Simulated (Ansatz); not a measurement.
One change: `CC([SiH3])Br` becomes `CC([SiH3])[AsH2]`.

Ansatz, PBE0-D4/def2-TZVP geometries, multiplicity 1. 

Scalar relativity is left out up to krypton. Spin–orbit coupling is left out; it splits and shifts lone-pair levels of the heavy atoms by tenths of an eV.

```
                                      property  `CC([SiH3])Br`
           HOMO–LUMO gap (PBE/def2-TZVPP) / eV            5.13
       HOMO–LUMO gap (ωB97M-V/def2-TZVPP) / eV           11.49
          HOMO–LUMO gap (PBE0/def2-TZVPP) / eV            7.36
            HOMO energy (PBE0/def2-TZVPP) / eV           -7.72
zero-point energy (PBE0-D4/def2-TZVP) / kJ/mol           211.9
         LUMO energy (ωB97M-V/def2-TZVPP) / eV            1.56
```

Q: What does the change do to each property? (An estimate is asked.)

A: Ansatz gave: 
| property | `CC([SiH3])[AsH2]` | shift |
| --- | --- | --- |
| HOMO–LUMO gap (PBE/def2-TZVPP) / eV | 5.41 | 0.28 |
| HOMO–LUMO gap (ωB97M-V/def2-TZVPP) / eV | 11.15 | -0.34 |
| HOMO–LUMO gap (PBE0/def2-TZVPP) / eV | 7.32 | -0.04 |
| HOMO energy (PBE0/def2-TZVPP) / eV | -7.27 | 0.45 |
| zero-point energy (PBE0-D4/def2-TZVP) / kJ/mol | 252.1 | 40.2 |
| LUMO energy (ωB97M-V/def2-TZVPP) / eV | 1.72 | 0.16 |

The zero-point energy changes by 40.2 kJ/mol with +6 modes.

Positive LUMOs are unbound, so they and the gaps depend on the basis.
